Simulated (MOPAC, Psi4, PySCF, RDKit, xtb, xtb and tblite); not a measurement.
Two geometries of SMILES [SiH2](N)c1ccco1 (C₄H₇NOSi), singlet, relaxed at GFN2-xTB with one dihedral held; other torsions can differ between them too.

Structure A

```
14

N     -2.6388    -0.1451     0.2878
Si    -1.5415     0.4598    -0.8896
C     -2.6229     0.9622    -2.3317
C     -3.9074     0.6666    -2.7005
C     -4.1471     1.3303    -3.9243
C     -2.9897     1.9830    -4.2198
O     -2.0690     1.7668    -3.2704
H     -3.5777     0.2116     0.3424
H     -2.3066    -0.4205     1.1956
H     -0.6412    -0.6463    -1.2288
H     -0.7540     1.6369    -0.4879
H     -4.5935     0.0458    -2.1608
H     -5.0490     1.3239    -4.5022
H     -2.7112     2.6104    -5.0439
```

Structure B

```
14

N     -2.5014    -0.3482     0.1890
Si    -1.5376     0.7763    -0.6850
C      0.1415     0.7613     0.1437
C      0.5893     0.3030     1.3534
C      1.9658     0.6116     1.4261
C      2.2633     1.2387     0.2550
O      1.1752     1.3331    -0.5215
H     -3.4950    -0.2134     0.2569
H     -2.2696    -1.3267     0.2059
H     -2.2090     2.0667    -0.5107
H     -1.3476     0.4900    -2.1156
H     -0.0021    -0.1932     2.0954
H      2.6390     0.3987     2.2317
H      3.1791     1.6467    -0.1267
```

### Question
Which is lower in energy at the level PBE0-D3(BJ)/def2-SVP // GFN2-xTB (Psi4 1.11), and by how much?

### Answer
B is lower, by 1.27 kcal/mol (dihedral H8–N1–Si2–C3: -30° in A, 150° in B).

E(B) − E(A) in kcal/mol at the other levels, on the same two geometries: GFN2-xTB (xtb and tblite) 0.31; MMFF94 // GFN2-xTB (RDKit) -0.27; PBE0/def2-SVP // GFN2-xTB (Psi4) -1.32; PBE/def2-SVP // GFN2-xTB (Psi4) -1.35; PBE-D3(BJ)/def2-SVP // GFN2-xTB (Psi4) -1.29; UFF // GFN2-xTB (RDKit) -0.32; AM1, restricted, heats of formation // GFN2-xTB (MOPAC) -0.48; PM7, restricted, heats of formation // GFN2-xTB (MOPAC) -1.08; GFN1-xTB // GFN2-xTB (xtb) -0.01; restricted B3LYP/6-31G*, spherical d, density fitting // GFN2-xTB (PySCF) -1.36; restricted M06-2X/6-31G*, spherical d, density fitting // GFN2-xTB (PySCF) -1.24; restricted LDA (SVWN5)/6-31G*, spherical d, density fitting // GFN2-xTB (PySCF) -1.37; restricted Hartree-Fock/6-31G*, spherical d, density fitting // GFN2-xTB (PySCF) -1.32.
